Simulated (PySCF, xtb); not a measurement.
B(All)(F)(OH) (C3H6BFO), SMILES C=CCB(O)F.

GFN2-xTB (xtb 6.7.1) at its own geometry gives an orbital gap of 5.14 eV and a dipole moment of 2.77 D.

Geometry optimised at B3LYP-D3(BJ)/def2-SVP. The structure was generated by enumeration, and PubChem lists no compound with its InChIKey, so it may never have been made. The values are those of a single conformer.

**Question.** What does M06-2X/def2-TZVP (PySCF) give? (An estimate is asked for; the answer gives what the named calculation found.)

**Answer.** gap 9.54 eV (levels -8.96 and 0.58 eV), dipole 2.61 D.
